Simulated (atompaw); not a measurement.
## How hard is this Sr (Z = 38) PAW (atompaw) potential?

atompaw 4.2.0.5 input, output lines left out:

```
Sr 38
LDA-PW scalarrelativistic loggrid 1500 logderivrange -5 5 251
5 5 4 0 0 0
5 1 0
4 2 0
0 0 0
c
c
c
v
v
c
c
v
v
c
v
2
3.00 2.90 2.20 2.70
n
n
y
2.05
n
custom polynom2 7 10 vanderbiltortho besselshape
3 0 ultrasoft
1.45
3.00
2.60
3.00
2.90
3.00
```

The pseudo-atom Hamiltonian at the reference potential is diagonalised in spherical Bessel functions j_l(qr) that vanish at 20 bohr, with q² up to the cutoff. All-electron valence levels (Ry): 4s -3.0075, 5s -0.2676, 4p -1.6802, 5p -0.0969, 4d -0.1031.

Q: How do the lowest levels (Ry) of each channel move with the cutoff, and are there ghosts?

A:

```tsv
cutoff (Ry)	s #1	s #2	s #3	p #1	p #2	d #1	d #2	f #1	f #2	Σ f·Δε (mRy)
8	-2.9976	-0.2674	0.0024	-1.6357	-0.0963	-0.0892	0.0523	0.0933	0.2002	287.3
10	-2.9989	-0.2675	0.0024	-1.6603	-0.0967	-0.0968	0.0510	0.0933	0.2002	136.8
15	-3.0014	-0.2676	0.0023	-1.6752	-0.0968	-0.1014	0.0502	0.0933	0.2002	41.8
18	-3.0050	-0.2676	0.0023	-1.6757	-0.0968	-0.1017	0.0502	0.0933	0.2002	31.9
25	-3.0072	-0.2676	0.0023	-1.6790	-0.0969	-0.1027	0.0500	0.0933	0.2002	7.6
30	-3.0074	-0.2676	0.0023	-1.6791	-0.0969	-0.1027	0.0500	0.0933	0.2002	6.5
35	-3.0074	-0.2676	0.0023	-1.6796	-0.0969	-0.1029	0.0500	0.0933	0.2002	3.7
45	-3.0074	-0.2676	0.0023	-1.6799	-0.0969	-0.1030	0.0500	0.0933	0.2002	1.8
50	-3.0074	-0.2676	0.0023	-1.6799	-0.0969	-0.1030	0.0500	0.0933	0.2002	1.4
60	-3.0074	-0.2676	0.0023	-1.6801	-0.0969	-0.1030	0.0500	0.0933	0.2002	0.6
70	-3.0074	-0.2676	0.0023	-1.6801	-0.0969	-0.1031	0.0500	0.0933	0.2002	0.5
400	-3.0075	-0.2676	0.0023	-1.6802	-0.0969	-0.1031	0.0500	0.0933	0.2002	0.0
```

Result: no extra level below or beside the all-electron valence levels (s, p, d, f tested); 10 mRy is reached at 25 Ry and 1 mRy at 55 Ry.
